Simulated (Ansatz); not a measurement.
`[NH2][AlH][SeH]` + NH₃ → `[NH2][AlH][NH2]` + H₂Se  (ligand exchange at the Al–Se bond)

Gas-phase electronic energies from Ansatz, PBE0-D4/def2-TZVP geometries. CCSD(T)/CBS adds triple-zeta CCSD(T) − MP2 to the extrapolated MP2 energy (def2 sets, frozen cores). This one scheme is used for every species. Functionals use def2-TZVPP. B3LYP here is the variant with VWN-RPA as its local correlation; programs differ in this. For Se outer-core shells are correlated without core-valence functions, which leaves a few kJ/mol of doubt a bond. Scalar relativity is left out up to krypton. One conformer a species, not always the lowest.

Task: Is it downhill or uphill in electronic energy at CCSD(T)/CBS, and by how much? (Best estimate.)

Result: Ansatz gave: Uphill: ΔE = +8.9 kcal/mol.

Task: What do these levels give: BLYP-D4, B97M-V, B3LYP-D4, r2SCAN0-D4, PBE, revPBE, BHLYP, LC-ωPBE, MP2/def2-QZVPP, HF/CBS(def2), MP2/CBS(def2), CCSD/CBS(def2)? (Best estimate.)

Result: The calculation gave: BLYP-D4 7.1, B97M-V 7.4, B3LYP-D4 7.6, r2SCAN0-D4 9.2, PBE 9.3, revPBE 9.6, BHLYP 7.3, LC-ωPBE 8.0, MP2/def2-QZVPP 9.1, HF/CBS(def2) 7.4, MP2/CBS(def2) 9.5, CCSD/CBS(def2) 8.6 kcal/mol.

Task: What do rigid-rotor, harmonic-oscillator terms from PBE0-D4/def2-TZVP frequencies (298.15 K, 1 bar) make of the CCSD(T)/CBS value? (Estimate.)

Result: Ansatz gave: ΔZPE = -2.4 kcal/mol, ΔH = +6.4 kcal/mol, ΔS = -2 J/(mol·K), ΔG = +6.5 kcal/mol.

Largest T1 diagnostic among the species: 0.010.

At CCSD(T), def2-SVP lies −1.5 kcal/mol from the extrapolated value and def2-TZVPP −0.6 kcal/mol. Leaving LDA and LC-ωPBE aside and taking each functional with its dispersion term where it has one, the values, not all of them listed here, spread over 3.6 kcal/mol, from CAM-B3LYP-D4 to HSE06-D4. LDA lies −1.3 kcal/mol from PBE without D4.
